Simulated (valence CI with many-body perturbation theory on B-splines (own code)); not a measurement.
**E1 line list for Nb³⁶⁺**

Calculated by valence CI with perturbative core correlation (CI+MBPT): three valence electrons over a frozen Dirac-Fock core [He], a basis of 11 s, 11 p, 9 d, 7 f, 5 g, 2 h, 1 i functions for each j, with the one-electron correlation potential Σ1 (screened to all orders), the two-electron term Σ2, the three-electron term Σ3, Breit, model QED; selected single and double excitations, second order for the rest (own B-spline code, finite nucleus).

No measured spectrum was set against this ion. As an estimate, large intervals hold to a few tenths of a per cent, small ones and those within an open d or f shell to about a per cent.

Lines 201 to 250 of 266 in falling wavelength, among levels below 3234.7 eV, chosen from the strongest by gf and those to the six lowest levels. Wavelengths and rates use the calculated energies. Electric multipoles are in the length gauge, E1 and E2 with the static RPA response of the core. Weak lines are less certain than strong ones. Lines between different terms over intervals too small for the method are left out, as are lines whose strength nearly cancels. Where a level lies close to another of its J and parity, the split of strength between their lines is uncertain. The highest levels of a list are the least certain.

Levels are named by their leading jj configuration (3d3/2^4 stands for four electrons in 3d with j = 3/2), which in mixed levels can hold well under half, so a name can repeat and another be missing. Letters in brackets count levels of one name in rising energy.

```
λ vac (Å)                          Upper                       Lower   A (s⁻¹)  log gf  Branch %
    4.234         (2s 2p3/2 3p1/2) J=5/2          (2s^2 2p3/2) J=3/2  2.85e+13   -0.34      99.3
    4.233         (2s 2p1/2 3p1/2) J=3/2          (2s^2 2p1/2) J=1/2  9.28e+12   -1.00      73.6
    4.227  (2p1/2 2p3/2 3p3/2) J=1/2 [a]      (2s 2p1/2 2p3/2) J=1/2  2.21e+13   -0.93      56.0
    4.225  (2p1/2 2p3/2 3p1/2) J=3/2 [b]  (2s 2p1/2 2p3/2) J=3/2 [b]  1.29e+13   -0.86      28.2
    4.223  (2p1/2 2p3/2 3p3/2) J=5/2 [a]  (2s 2p1/2 2p3/2) J=3/2 [b]  1.44e+12   -1.64       4.0
    4.221     (2s 2p3/2 3d3/2) J=5/2 [b]      (2s 2p1/2 2p3/2) J=5/2  1.95e+12   -1.51       1.2
    4.220  (2p1/2 2p3/2 3p3/2) J=3/2 [a]      (2s 2p1/2 2p3/2) J=1/2  1.75e+13   -0.73      41.8
    4.218     (2s 2p3/2 3d3/2) J=3/2 [b]      (2s 2p1/2 2p3/2) J=5/2  3.50e+11   -2.43       0.2
    4.218  (2p1/2 2p3/2 3p3/2) J=1/2 [a]  (2s 2p1/2 2p3/2) J=3/2 [b]  4.67e+12   -1.60      11.8
    4.214     (2s 2p3/2 3d5/2) J=7/2 [b]      (2s 2p1/2 2p3/2) J=5/2  3.62e+12   -1.11       5.9
    4.212  (2p1/2 2p3/2 3p3/2) J=3/2 [a]  (2s 2p1/2 2p3/2) J=3/2 [b]  9.26e+12   -1.01      22.2
    4.208  (2p1/2 2p3/2 3p1/2) J=3/2 [a]      (2s 2p1/2 2p3/2) J=5/2  3.44e+12   -1.44      13.4
    4.207     (2s 2p1/2 3p1/2) J=1/2 [b]          (2s^2 2p1/2) J=1/2  1.64e+13   -1.06      93.8
    4.204  (2p1/2 2p3/2 3p3/2) J=3/2 [b]      (2s 2p1/2 2p3/2) J=1/2  1.08e+13   -0.94      25.1
    4.201     (2s 2p3/2 3p3/2) J=3/2 [a]          (2s^2 2p3/2) J=3/2  3.61e+13   -0.42      98.3
    4.199          (2p1/2^2 3p1/2) J=1/2          (2s 2p1/2^2) J=1/2  1.84e+13   -1.01      69.9
    4.196     (2s 2p1/2 3p3/2) J=3/2 [a]          (2s^2 2p1/2) J=1/2  1.79e+13   -0.72      97.9
    4.195  (2p1/2 2p3/2 3p3/2) J=3/2 [b]  (2s 2p1/2 2p3/2) J=3/2 [b]  1.53e+13   -0.79      35.6
    4.195      (2p1/2 2p3/2 3p1/2) J=5/2      (2s 2p1/2 2p3/2) J=5/2  1.46e+13   -0.64      62.4
    4.190     (2s 2p3/2 3d3/2) J=5/2 [b]  (2s 2p1/2 2p3/2) J=3/2 [a]  1.09e+12   -1.76       0.7
    4.187     (2s 2p3/2 3d3/2) J=3/2 [b]  (2s 2p1/2 2p3/2) J=3/2 [a]  1.09e+12   -1.94       0.6
    4.187  (2p1/2 2p3/2 3p3/2) J=5/2 [b]  (2s 2p1/2 2p3/2) J=3/2 [b]  1.92e+13   -0.52      48.8
    4.186     (2s 2p3/2 3p3/2) J=5/2 [a]          (2s^2 2p3/2) J=3/2  3.84e+13   -0.22      98.4
    4.184      (2p1/2 2p3/2 3p1/2) J=1/2  (2s 2p1/2 2p3/2) J=3/2 [a]  1.75e+13   -1.04      43.1
    4.183     (2s 2p3/2 3p3/2) J=1/2 [a]          (2s^2 2p3/2) J=3/2  4.86e+13   -0.59      94.7
    4.181         (2s 2p1/2 3p3/2) J=1/2          (2s^2 2p1/2) J=1/2  5.18e+13   -0.57      97.1
    4.177  (2p1/2 2p3/2 3p1/2) J=3/2 [a]  (2s 2p1/2 2p3/2) J=3/2 [a]  1.25e+13   -0.88      48.6
    4.174     (2s 2p1/2 3p3/2) J=3/2 [b]          (2s^2 2p1/2) J=1/2  4.11e+13   -0.37      98.0
    4.172  (2p1/2 2p3/2 3p3/2) J=1/2 [b]  (2s 2p1/2 2p3/2) J=3/2 [b]  2.63e+13   -0.86      69.7
    4.171  (2p1/2 2p3/2 3p1/2) J=3/2 [b]      (2s 2p1/2 2p3/2) J=5/2  2.35e+13   -0.61      51.1
    4.169  (2p1/2 2p3/2 3p3/2) J=5/2 [a]      (2s 2p1/2 2p3/2) J=5/2  1.54e+12   -1.62       4.2
    4.168         (2s 2p3/2 3p1/2) J=1/2          (2s^2 2p3/2) J=3/2  3.30e+13   -0.76      93.2
    4.166     (2s 2p3/2 3p1/2) J=3/2 [b]          (2s^2 2p3/2) J=3/2  1.44e+13   -0.82      95.8
    4.163      (2p1/2 2p3/2 3p1/2) J=5/2  (2s 2p1/2 2p3/2) J=3/2 [a]  9.22e+11   -1.84       4.0
    4.158  (2p1/2 2p3/2 3p3/2) J=3/2 [a]      (2s 2p1/2 2p3/2) J=5/2  7.03e+12   -1.14      16.8
    4.152      (2p1/2 2p3/2 3p3/2) J=7/2      (2s 2p1/2 2p3/2) J=5/2  3.05e+13   -0.20      98.7
    4.150     (2s 2p3/2 3d3/2) J=3/2 [a]          (2s 2p1/2^2) J=1/2  2.00e+12   -1.68       1.3
    4.147          (2p1/2^2 3p3/2) J=3/2          (2s 2p1/2^2) J=1/2  2.94e+13   -0.52      65.7
    4.142  (2p1/2 2p3/2 3p3/2) J=3/2 [b]      (2s 2p1/2 2p3/2) J=5/2  5.13e+12   -1.28      11.9
    4.140  (2p1/2 2p3/2 3p1/2) J=3/2 [b]  (2s 2p1/2 2p3/2) J=3/2 [a]  4.75e+12   -1.31      10.3
    4.138  (2p1/2 2p3/2 3p3/2) J=5/2 [a]  (2s 2p1/2 2p3/2) J=3/2 [a]  3.00e+13   -0.34      82.5
    4.134  (2p1/2 2p3/2 3p3/2) J=5/2 [b]      (2s 2p1/2 2p3/2) J=5/2  1.59e+13   -0.61      40.3
    4.134  (2p1/2 2p3/2 3p3/2) J=1/2 [a]  (2s 2p1/2 2p3/2) J=3/2 [a]  8.67e+12   -1.35      22.0
    4.133     (2s 2p3/2 3p3/2) J=5/2 [b]          (2s^2 2p3/2) J=3/2  1.30e+13   -0.70      95.4
    4.128  (2p1/2 2p3/2 3p3/2) J=3/2 [a]  (2s 2p1/2 2p3/2) J=3/2 [a]  3.58e+12   -1.44       8.6
    4.127     (2s 2p3/2 3p3/2) J=3/2 [b]          (2s^2 2p3/2) J=3/2  8.87e+12   -1.04      50.9
    4.116     (2p1/2 2p3/2 3s) J=3/2 [a]          (2s^2 2p3/2) J=3/2  4.81e+12   -1.31      21.6
    4.114          (2p1/2^2 3d3/2) J=3/2          (2s^2 2p3/2) J=3/2  2.12e+12   -1.67      15.2
    4.112         (2s 2p3/2 3d5/2) J=1/2          (2s 2p1/2^2) J=1/2  8.30e+11   -2.38       0.6
    4.112  (2p1/2 2p3/2 3p3/2) J=3/2 [b]  (2s 2p1/2 2p3/2) J=3/2 [a]  9.49e+12   -1.02      22.1
```
